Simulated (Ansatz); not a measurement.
`[SiH3]NC[SiH2]Cl`, relaxed with RKS PBE-D4/def2-SVP in the Gaussian-basis code of Ansatz from a rough embedded geometry. The force threshold is 0.03 eV/Å; the program also tests the step.

Charge 0, multiplicity 1.

Start:

```xyz
13

Si   -0.544   -1.475    1.241
N     0.505   -0.988    0.067
C     0.848    0.384   -0.246
Si   -0.388    1.436   -1.272
Cl    0.332    3.239   -1.649
H    -1.933   -0.883    0.946
H    -0.624   -2.941    1.229
H    -0.085   -0.952    2.533
H     1.374   -1.473    0.282
H     1.149    0.962    0.682
H     1.783    0.378   -0.845
H    -0.706    0.764   -2.535
H    -1.712    1.551   -0.432
```

| step | energy (eV) | largest force (eV/Å) | largest move (Å) |
| --- | --- | --- | --- |
| 1 | -30908.5239 | 3.353 | 0.000 |
| 2 | -30909.0163 | 1.303 | 0.134 |
| 3 | -30909.1038 | 0.744 | 0.115 |
| 4 | -30909.1188 | 0.365 | 0.059 |
| 5 | -30909.1259 | 0.319 | 0.200 |
| 6 (rejected) | -30909.0559 | 0.700 | 0.117 |
| 7 | -30909.1348 | 0.171 | 0.058 |
| 8 | -30909.1415 | 0.234 | 0.098 |
| 9 | -30909.1502 | 0.111 | 0.145 |
| 10 (rejected) | -30909.1323 | 1.304 | 0.195 |
| 11 | -30909.1589 | 0.096 | 0.097 |
| 12 | -30909.1661 | 0.339 | 0.098 |
| 13 | -30909.1696 | 0.661 | 0.147 |
| 14 | -30909.1784 | 0.415 | 0.064 |
| 15 (rejected) | -30909.1734 | 0.451 | 0.200 |
| 16 | -30909.1899 | 0.292 | 0.098 |
| 17 | -30909.1929 | 0.160 | 0.073 |
| 18 | -30909.1938 | 0.101 | 0.022 |
| 19 | -30909.1950 | 0.022 | 0.015 |

End:

```xyz
13

Si   -0.513   -1.446    1.413
N     0.468   -0.871    0.085
C     0.907    0.510   -0.109
Si   -0.277    1.342   -1.342
Cl    0.265    3.323   -1.749
H    -1.913   -0.876    1.460
H    -0.606   -2.937    1.252
H     0.145   -1.086    2.721
H     0.605   -1.480   -0.725
H     0.878    1.055    0.860
H     1.964    0.570   -0.453
H    -0.251    0.570   -2.632
H    -1.670    1.326   -0.781
```

Run time 33 s (4 threads of an Arm Neoverse V1 on a shared host); peak host memory 0.18 GiB.
